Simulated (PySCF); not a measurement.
## Cost of excited-state runs on SMILES C(=O)N[SiH2]OC[SiH3], C2H9NO2Si2

Geometry:
| atom | x (Å) | y (Å) | z (Å) |
| --- | --- | --- | --- |
| O1 | 3.819 | -0.371 | -0.464 |
| C2 | 3.303 | -0.605 | 0.600 |
| N3 | 1.989 | -0.471 | 0.809 |
| Si4 | 1.036 | 0.070 | -0.551 |
| O5 | -0.411 | 0.073 | 0.175 |
| C6 | -1.640 | 0.430 | -0.422 |
| Si7 | -2.951 | 0.227 | 0.945 |
| H8 | 3.882 | -0.948 | 1.478 |
| H9 | 1.604 | -0.679 | 1.716 |
| H10 | 1.100 | -0.900 | -1.640 |
| H11 | 1.444 | 1.410 | -0.963 |
| H12 | -1.573 | 1.453 | -0.803 |
| H13 | -1.821 | -0.212 | -1.288 |
| H14 | -4.263 | 0.582 | 0.398 |
| H15 | -2.593 | 1.115 | 2.050 |
| H16 | -2.932 | -1.166 | 1.386 |

PySCF with density fitting, on 1 thread of an Arm Neoverse N1, shared host. Command: `OMP_NUM_THREADS=1 python excited_run.py task.json out`

Question: How long does each of these runs take, and how much memory?
- magnetisability and related constants, OLYP/def2-SVP; SCF tolerance 1e-11 Eh; guess atom
- magnetisability and related constants, PBE/pcSseg-1; isotopologues

Answer: 
```csv
run,level,basis functions,wall time,peak memory (GiB)
magnetisability and related constants,OLYP/def2-SVP,151,44 s,0.57
magnetisability and related constants,PBE/pcSseg-1,178,56 s,0.65
```
Times from a shared host are rough.
